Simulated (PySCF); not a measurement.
**Dipole response of N³⁺ (nitrogen, charge +3)**

[He] 2s2, closed-shell 1S. Calculation: PySCF 2.14, in aug-cc-pVQZ; the non-relativistic Hamiltonian (point nucleus). Coupled (time-dependent) response in atomic units; α is the mean over directions.

| method | mean α (bohr³) | C₆ (like pair) | S(−4) |
| --- | --- | --- | --- |
| UHF | 2.238 | 2.258 | 7.112 |
| PBE | 2.098 | 2.072 | 6.159 |
| PBE0 | 2.127 | 2.113 | 6.344 |
| TPSS | 2.143 | 2.196 | 6.036 |
| B3LYP | 2.149 | 2.124 | 6.615 |

S(−4) is the Cauchy moment in α(ω) = α(0) + S(−4) ω² + …

α(iu) at B3LYP:

```json
{"u (hartree)": "0", "α(iu) (bohr³)": "2.149"}
{"u (hartree)": "0.0500", "α(iu) (bohr³)": "2.132"}
{"u (hartree)": "0.100", "α(iu) (bohr³)": "2.085"}
{"u (hartree)": "0.200", "α(iu) (bohr³)": "1.915"}
{"u (hartree)": "0.300", "α(iu) (bohr³)": "1.691"}
{"u (hartree)": "0.500", "α(iu) (bohr³)": "1.245"}
{"u (hartree)": "0.750", "α(iu) (bohr³)": "0.8474"}
{"u (hartree)": "1.00", "α(iu) (bohr³)": "0.6058"}
{"u (hartree)": "1.50", "α(iu) (bohr³)": "0.3584"}
{"u (hartree)": "2.00", "α(iu) (bohr³)": "0.2415"}
{"u (hartree)": "3.00", "α(iu) (bohr³)": "0.1347"}
{"u (hartree)": "5.00", "α(iu) (bohr³)": "0.06179"}
```

For an ion, C₆ is the dispersion term alone; charge-induced terms of lower order in 1/R come first.
